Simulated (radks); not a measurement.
Initial-state core-level shifts of neutral thallium when its valence configuration changes from [Hg] 6p1. All-electron calculation, Dirac Kohn-Sham, PBE, spin-unpolarised, spherical densities, finite nucleus; open shells fill j = l - 1/2 first; Fermi nuclear charge, rms radius 5.4759 fm. Program: a radial shooting solver on a logarithmic mesh with Libxc functionals. Shifts are changes of the shell-averaged eigenvalues in eV (positive: less bound); the change of the density at the nucleus, which sets a Mossbauer isomer shift, is in e/bohr^3, on a base of 2.523e+06.

valence,3s,3p,3d,5s,density at nucleus
[Xe] 4f14 5d9 6s2 6p2,-5.171,-5.170,-5.189,-4.867,+80.0
[Xe] 4f12 5d10 6s2 6p3,-46.051,-45.941,-45.668,-19.616,+582.9
[Xe] 4f14 5d10 6s1 6p2,-1.479,-1.479,-1.476,-1.489,-183.4
[Xe] 4f14 5d10 6s1.5 6p1.5,-0.759,-0.759,-0.758,-0.764,-89.6
[Xe] 4f14 5d8 6s2 6p3,-11.106,-11.104,-11.146,-10.395,+162.0
[Xe] 4f14 5d7 6s2 6p4,-17.091,-17.088,-17.159,-15.861,+245.7
[Xe] 4f14 5d8 6s1.5 6p3.5,-12.060,-12.057,-12.099,-11.342,+43.7
[Xe] 4f13 5d10 6s2 6p2,-22.169,-22.116,-21.977,-9.366,+284.3
[Xe] 4f12 5d7 6s2 6p6,-65.181,-65.065,-64.900,-36.592,+855.8
